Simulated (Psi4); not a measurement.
cesium atom (Cs), doublet (core potentials on Cs); HF/def2-SV(P) in Psi4.

Psi4 was given this input:
```
memory 2 GB

molecule {
0 2
Cs    0.00000000    0.00000000    0.00000000
}

set {
  basis def2-sv(p)
  reference uhf
}

energy('scf')
print_variables()
```

Question: Predict the main parts of the log of this Psi4 run.

Answer: 
```
   => Loading Basis Set <=

    Name: DEF2-SV(P)
    Role: ORBITAL
    Keyword: BASIS

    !!!  WARNING: ECP capability is in beta. Please check occupations closely.  !!!

         ---------------------------------------------------------
                                   SCF
               by Justin Turney, Rob Parrish, Andy Simmonett
                          and Daniel G. A. Smith
                              UHF Reference
         ---------------------------------------------------------

  ==> Geometry <==

    Molecular point group: d2h
    Geometry (in Angstrom), charge = 0, multiplicity = 2:

       Center              X                  Y                   Z               Mass
    ------------   -----------------  -----------------  -----------------  -----------------
         CS           0.000000000000     0.000000000000     0.000000000000   132.905451961000

  Running in d2h symmetry.

  Rotational constants: A = ************  B = ************  C = ************ [cm^-1]
  Rotational constants: A = ************  B = ************  C = ************ [MHz]
  Nuclear repulsion =    0.000000000000000

  Charge       = 0
  Multiplicity = 2
  Electrons    = 9
  Nalpha       = 5
  Nbeta        = 4

  ==> Algorithm <==

  SCF Algorithm Type is DF.
  DIIS enabled.
  MOM disabled.
  Fractional occupation disabled.
  Guess Type is CORE.
  Energy threshold   = 1.00e-06
  Density threshold  = 1.00e-06
  Integral threshold = 1.00e-12

  ==> Primary Basis <==

  Basis Set: DEF2-SV(P)
    Blend: DEF2-SV(P)
    Number of shells: 10
    Number of basis functions: 24
    Number of Cartesian functions: 26
    Spherical Harmonics?: true
    Max angular momentum: 2

  Core potential: DEF2-SV(P)
    Number of shells: 4
    Number of ECP primitives: 10
    Number of ECP core electrons: 46
    Max angular momentum: 3

   => Loading Basis Set <=

    Name: (DEF2-SV(P) AUX)
    Role: JKFIT
    Keyword: DF_BASIS_SCF

  ==> Integral Setup <==

  SCF_SUBTYPE=INCORE selected. In-core MEM_DF algorithm will be used.
  Using in-core AOs.

  ==> MemDFJK: Density-Fitted J/K Matrices <==

    J tasked:                   Yes
    K tasked:                   Yes
    wK tasked:                   No
    Algorithm:                 Core
    Schwarz Cutoff:           1E-12
    Mask sparsity (%):       0.0000
    Fitting Condition:        1E-10

   => Auxiliary Basis Set <=

  Basis Set: (DEF2-SV(P) AUX)
    Blend: DEF2-UNIVERSAL-JKFIT
    Number of shells: 34
    Number of basis functions: 130
    Number of Cartesian functions: 171
    Spherical Harmonics?: true
    Max angular momentum: 5

  Minimum eigenvalue in the overlap matrix is 3.1021324126E-02.
  Reciprocal condition number of the overlap matrix is 1.0651281242E-02.
    Using symmetric orthogonalization.

  ==> Pre-Iterations <==

  SCF Guess: Core (One-Electron) Hamiltonian.

   -------------------------------------------------------
    Irrep   Nso     Nmo     Nalpha   Nbeta   Ndocc  Nsocc
   -------------------------------------------------------
     Ag         9       9       2       1       1       1
     B1g        2       2       0       0       0       0
     B2g        2       2       0       0       0       0
     B3g        2       2       0       0       0       0
     Au         0       0       0       0       0       0
     B1u        3       3       1       1       1       0
     B2u        3       3       1       1       1       0
     B3u        3       3       1       1       1       0
   -------------------------------------------------------
    Total      24      24       5       4       4       1
   -------------------------------------------------------

  ==> Iterations <==

                           Total Energy        Delta E     RMS |[F,P]|

   @DF-UHF iter   1:   -18.98310604094114   -1.89831e+01   6.70063e-02 ADIIS/DIIS
   @DF-UHF iter   2:   -19.84337518126060   -8.60269e-01   7.96010e-03 ADIIS/DIIS
   @DF-UHF iter   3:   -19.85379761539460   -1.04224e-02   1.68284e-03 ADIIS/DIIS
   @DF-UHF iter   4:   -19.85499953672182   -1.20192e-03   4.08385e-04 ADIIS/DIIS
   @DF-UHF iter   5:   -19.85515874654222   -1.59210e-04   1.62848e-04 ADIIS/DIIS
   @DF-UHF iter   6:   -19.85519093924435   -3.21927e-05   3.05949e-05 DIIS
   @DF-UHF iter   7:   -19.85519155897611   -6.19732e-07   3.62110e-06 DIIS
   @DF-UHF iter   8:   -19.85519156603346   -7.05735e-09   2.67643e-07 DIIS
  Energy and wave function converged.

  ==> Post-Iterations <==

   @Spin Contamination Metric:   4.702714147E-04
   @S^2 Expected:                7.500000000E-01
   @S^2 Observed:                7.504702714E-01
   @S   Expected:                5.000000000E-01
   @S   Observed:                5.000000000E-01

    Orbital Energies [Eh]
    ---------------------

    Alpha Occupied:

[...]
    Alpha Virtual:

[...]
       9Ag    20.020888

    Beta Occupied:

[...]
       1B3u   -0.678069

    Beta Virtual:

[...]
    Final Occupation by Irrep:
             Ag   B1g   B2g   B3g    Au   B1u   B2u   B3u
    DOCC [     1,    0,    0,    0,    0,    1,    1,    1 ]
    SOCC [     1,    0,    0,    0,    0,    0,    0,    0 ]
    NA   [     2,    0,    0,    0,    0,    1,    1,    1 ]
    NB   [     1,    0,    0,    0,    0,    1,    1,    1 ]

  @DF-UHF Final Energy:   -19.85519156603346

   => Energetics <=

    Nuclear Repulsion Energy =              0.0000000000000000
    One-Electron Energy =                 -32.8755918532188929
    Two-Electron Energy =                  13.0204002871854332
    Total Energy =                        -19.8551915660334615

  UHF NO Occupations:
  HONO-2 :    1B2u 1.9999224
  HONO-1 :    1B1u 1.9999224
  HONO-0 :    2 Ag 1.0000000
  LUNO+0 :    2B3u 0.0000776
  LUNO+1 :    2B1u 0.0000776
  LUNO+2 :    2B2u 0.0000776
  LUNO+3 :    3 Ag 0.0000024

Computation Completed

Properties will be evaluated at   0.000000,   0.000000,   0.000000 [a0]

Properties computed using the SCF density matrix

 Multipole Moments:

 ------------------------------------------------------------------------------------
     Multipole            Electronic (a.u.)      Nuclear  (a.u.)        Total (a.u.)
 ------------------------------------------------------------------------------------

 L = 1.  Multiply by 2.5417464519 to convert [e a0] to [Debye]
 Dipole X            :          0.0000000            0.0000000            0.0000000
 Dipole Y            :          0.0000000            0.0000000            0.0000000
 Dipole Z            :          0.0000000            0.0000000            0.0000000
 Magnitude           :                                                    0.0000000

 ------------------------------------------------------------------------------------

  Variable Map:
  ----------------------------------------------------------------------------
[...]
  Array Variable Map:
  ----------------------------------------------------------------------------
[...]
[...]
```
